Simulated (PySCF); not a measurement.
A side-by-side comparison of computed properties.

First species: 2-methyl-2-oxazoline, C4H7NO.
Bonds: C1–C2, C2–N3 (double), N3–C4, C4–C5, C5–O6, C2–O6. Hydrogens: H7, H8, H9 on C1; H10, H11 on C4; H12, H13 on C5.

Second species: C4H6ClN3.
InChI=1S/C4H6ClN3/c1-2-8-4(5)3-6-7-8/h3H,2H2,1H3

Levels: wB97X-D/def2-SVPD for dipole moment, HOMO energy, LUMO energy, HOMO–LUMO gap, static isotropic polarisability and electronic spatial extent ⟨r²⟩ about the centre of nuclear charge; TDDFT wB97X-D/def2-SVPD for lowest singlet excitation; TDA wB97X-D/def2-SVPD for lowest triplet excitation (Tamm–Dancoff); GFN2-xTB for rotational constant A and rotational constant C. Geometries: GFN2-xTB. Each structure is a single optimised conformer of the isolated species, non-relativistic unless stated; the electronic structure was computed with PySCF and density fitting.

Dipoles, sizes and rotational constants follow the conformer. The torsions of the flexible species, by atom-mapped SMILES:
- `[CH3:1][CH2:2][n:3]1[n:4][n:5][cH:6][c:7]1[Cl:8]`: C1–C2–N3–N4 98°

```json
{"property": "dipole moment", "column X": "3.75 D", "column Y": "1.26 D"}
{"property": "HOMO energy", "column X": "-9.37 eV", "column Y": "-8.98 eV"}
{"property": "LUMO energy", "column X": "1.46 eV", "column Y": "2.36 eV"}
{"property": "HOMO–LUMO gap", "column X": "10.83 eV", "column Y": "11.34 eV"}
{"property": "lowest singlet excitation", "column X": "5.79 eV", "column Y": "6.64 eV"}
{"property": "lowest triplet excitation (Tamm–Dancoff)", "column X": "4.69 eV", "column Y": "5.02 eV"}
{"property": "static isotropic polarisability", "column X": "78.7 au", "column Y": "56.0 au"}
{"property": "electronic spatial extent ⟨r²⟩ about the centre of nuclear charge", "column X": "1068 bohr²", "column Y": "526 bohr²"}
{"property": "rotational constant A", "column X": "2.072 GHz", "column Y": "7.866 GHz"}
{"property": "rotational constant C", "column X": "1.081 GHz", "column Y": "2.516 GHz"}
```

Problem. Which column belongs to which species?

Solution. Column X is the second species and column Y the first. The first has 13 atoms and 46 electrons, the second 14 and 68.

Problem. How does each property change from the first species to the second?

Solution. dipole moment +2.49 D; HOMO energy -0.39 eV; LUMO energy -0.90 eV; HOMO–LUMO gap -0.51 eV; lowest singlet excitation -0.85 eV; lowest triplet excitation (Tamm–Dancoff) -0.33 eV; static isotropic polarisability +22.7 au; electronic spatial extent ⟨r²⟩ about the centre of nuclear charge +542 bohr²; rotational constant A -5.794 GHz; rotational constant C -1.435 GHz.

On the first: A dipole of 1.26 D is allowed in Cs, and pure rotational transitions are dipole-allowed. No computed singlet falls in the visible range (750 to 380 nm, 1.65 to 3.26 eV); S1 lies 3.38 eV above its blue end.

On the second: The polarisability is 11.67 Å³ as a volume (1 au = 0.148185 Å³), or 1.16 au for each of the 68 electrons.
